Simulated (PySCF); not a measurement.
**Bonding in `CC#C[C@@](C)(NC)[SiH2]C`**

Species: C7H15NSi.
Numbering: `[CH3:1][C:2]#[C:3][C@@:4]([CH3:5])([NH:6][CH3:7])[SiH2:8][CH3:9]` (hydrogens: H10, H11, H12 on C1; H13, H14, H15 on C5; H16 on N6; H17, H18, H19 on C7; H20, H21 on Si8; H22, H23, H24 on C9)

Cartesian coordinates in Å at the GFN2-xTB level; atoms count from 1:
```xyz
24
C7H15NSi angstrom
C      3.8632   -0.1186   -0.1280
C      2.4226   -0.0702    0.0207
C      1.2325   -0.0640    0.1775
C     -0.2189   -0.0026    0.2511
C     -0.6389    0.5183    1.6281
N     -0.7787    0.8485   -0.8111
C     -0.4196    2.2540   -0.7461
Si    -0.9584   -1.7588   -0.0586
C     -2.8465   -1.6625    0.0567
H      4.2618    0.8846   -0.2844
H      4.1298   -0.7412   -0.9828
H      4.3158   -0.5405    0.7697
H     -0.4145   -0.2250    2.3900
H     -0.1054    1.4326    1.8833
H     -1.7072    0.7200    1.6328
H     -0.4638    0.4778   -1.7032
H     -0.7733    2.7431   -1.6533
H     -0.9179    2.7157    0.1058
H      0.6633    2.4225   -0.6545
H     -0.4084   -2.6814    0.9439
H     -0.5413   -2.1972   -1.3976
H     -3.2978   -2.5931   -0.2719
H     -3.1764   -1.4795    1.0751
H     -3.2335   -0.8626   -0.5671
```

Bond orders from the PBE0/pcSseg-1 density (PySCF). Geometry: GFN2-xTB, one conformer, isolated molecule.

Q: Where do the orders between heavy atoms depart from those drawn in the SMILES?

A: The largest departure is 0.383, at C2–C3 (drawn triple, 2.617). Drawn single, order above 1.12: C1–C2 (1.226). Drawn single, order below 0.88: C3–C4 (0.839) and C4–Si8 (0.830). Drawn double or triple, more than 0.30 short of the drawn order: C2–C3 (2.617).

Q: Set the Mayer orders of the bonds between heavy atoms beside their lengths.

A: 
```
  bond  drawn as  length (Å)  Mayer order
 C1–C2    single       1.449        1.226
 C2–C3    triple       1.200        2.617
 C3–C4    single       1.455        0.839
 C4–C5    single       1.531        1.037
 C4–N6    single       1.472        0.997
 N6–C7    single       1.452        0.995
C4–Si8    single       1.931        0.830
Si8–C9    single       1.894        0.959
```

By pair of heavy elements: C–C: lowest C3–C4 (0.839, 1.455 Å), highest C2–C3 (2.617, 1.200 Å); in 1 of the 6 pairs the longer bond (by over 0.003 Å) has the higher order (by 0.02 or more). C–N: all 2 within 0.02 of one another (0.995 to 0.997). C–Si: lowest C4–Si8 (0.830, 1.931 Å), highest Si8–C9 (0.959, 1.894 Å).

Q: And the bonds to hydrogen?

A: C–H: 0.93 to 0.97 (12 bonds); H–N: 0.93 (1 bond); H–Si: 0.95 (2 bonds).

Q: Sum the orders of all bonds at each heavy atom with more than one neighbour and set the sums beside the valence in the SMILES.

A: C1 4.008 (drawn 4), C2 3.843 (drawn 4), C3 3.456 (drawn 4), C4 3.703 (drawn 4), C5 3.909 (drawn 4), N6 2.922 (drawn 3), C7 3.881 (drawn 4), Si8 3.686 (drawn 4), C9 3.829 (drawn 4). Orders between atoms that aren't bonded are not in these sums.

The Mayer order sums products of elements of PS (density times overlap matrix) between the two atoms' basis functions, so it depends on the basis set.
